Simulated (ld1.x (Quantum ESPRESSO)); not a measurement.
## Configuration tests for zirconium (Zr) (TM)

| Property | Result |
| --- | --- |
| Element | Zr (Z = 40) |
| Generator | ld1.x (Quantum ESPRESSO) 7.5 |
| Type | norm-conserving Troullier–Martins (Kleinman–Bylander form) |
| Functional | BP86 |
| Relativity | scalar-relativistic |
| Frozen core | [Kr] |
| Valence charge | 4 |
| Reference configuration | 4d2.5 5s1.5 5p0 |
| Partial waves | 5s (bound): rc 3.40 bohr; 4d (bound): rc 2.40 bohr; 5p (bound, empty): rc 3.15 bohr |
| Local potential | the p channel |
| Core correction | Bessel-smoothed model core, default radius (core density twice the valence density) |

Energies are relative to the spin-unpolarised reference configuration 4d2.5 5s1.5 5p0; without spin polarisation the order of configurations can differ from experiment. Not all tests gave a result: 2 of 7 tests not solved or not reliable. Left out of the table: 4d2 5s1 5p0 (solver errors, printed error -3.0 eV); 4d1 5s2 5p0 (solver errors, printed error -32.4 eV).

| valence configuration | charge | ΔE all-electron (eV) | error AE − PS (meV) |
| --- | --- | --- | --- |
| 4d2 5s2 5p0 | 0 | -0.527 | -35 |
| 4d2 5s0 5p0 | +2 | 19.888 | -98 |
| 4d3 5s1 5p0 | 0 | 0.697 | -25 |

(1) What are ΔE and the potential's error for 4d2 5s1 5p1?

(2) What are ΔE and the potential's error for 4d2 5s1.5 5p0?

Levels in the configuration 4d2 5s1 5p1:

| level | all-electron (eV) | pseudo (eV) |
| --- | --- | --- |
| 4d | -4.773 | -4.956 |
| 5s | -5.308 | -5.317 |
| 5p | -2.160 | -2.159 |

Note: ghost state, extra bound levels that the all-electron valence spectrum of the same l lacks: s at -11.0 eV. A true bound ghost makes a file unfit for plane-wave use.

## Answers

(1) ΔE = 2.554 eV all-electron; the error (AE − PS) is -50 meV.

(2) ΔE = 2.432 eV all-electron; the error (AE − PS) is -48 meV.
